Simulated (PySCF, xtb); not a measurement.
Si(H)(F)2(Et) (C2H6F2Si), SMILES CC[SiH](F)F. One conformer was computed; it need not be the lowest.

Harmonic wavenumbers (cm⁻¹) from GFN2-xTB run with xtb at its own minimum, in rising order: 43, 150, 153, 236, 243, 374, 614, 626, 714, 734, 850, 869, 990, 1025, 1067, 1237, 1300, 1418, 1479, 1504, 1506, 2435, 2971, 2988, 3022, 3037, 3042.

Question: What does PBE-D3(BJ)/def2-SVP (PySCF) give at its own minimum? (An estimate is asked for; the answer gives what the named calculation found.)

Answer: 54, 142, 165, 263, 294, 428, 619, 659, 788, 800, 870, 901, 955, 969, 1027, 1203, 1222, 1344, 1374, 1426, 1430, 2214, 2968, 2976, 3017, 3063, 3067. Paired by order, the mean absolute difference is 47 cm⁻¹ and the zero-point energies are 49.5 and 48.9 kcal/mol.
